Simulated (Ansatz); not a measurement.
The cluster Cu₂Te⁻ (the lowest doublet isomer of a short search). The state is a doublet with charge -1. Geometry PBE0-D4/def2-TZVPD, basis def2-TZVPD, Ansatz.

```xyz
3

Cu    0.8526    1.1139   -0.1544
Cu   -1.3832    0.2334    0.1544
Te    0.5306   -1.3472    0.0001
```

```tsv
run	HOMO (eV)	LUMO (eV)
A	0.03	1.82
B	-0.37	2.36
C	0.40	1.18
D	-0.81	2.51
E	0.60	1.16
F	0.62	1.01
```

In the def2 sets Te takes a core potential; there is no spin–orbit coupling. The structure comes from a short search, and lower isomers may exist.

HOMO and LUMO are taken over both spins.

Q: The runs used B97M-V, BHLYP, CAM-B3LYP, PBE, PBE0, r2SCAN. Estimate which is which.

A: A PBE0 (25 % exact exchange); B BHLYP (50 % exact exchange); C r2SCAN (0 % exact exchange); D CAM-B3LYP (range-separated); E PBE (0 % exact exchange); F B97M-V (0 % exact exchange). Exact exchange lowers occupied and raises empty levels; among semilocal functionals meta-GGAs tend to open the gap a little, and such runs are hard to tell apart. The gap grows from 0.39 eV (B97M-V) to 3.31 eV (CAM-B3LYP). At PBE0-D4/def2-TZVPD, r2SCAN-D4/def2-TZVPD, PBE-D4/def2-TZVPD, B97M-V/def2-TZVPD the highest occupied level of the charge -1 doublet lies above zero (up to 0.62 eV). By energy differences its removal costs 1.41 eV (vertical, to the charge 0 singlet, at PBE0-D4/def2-TZVPD).
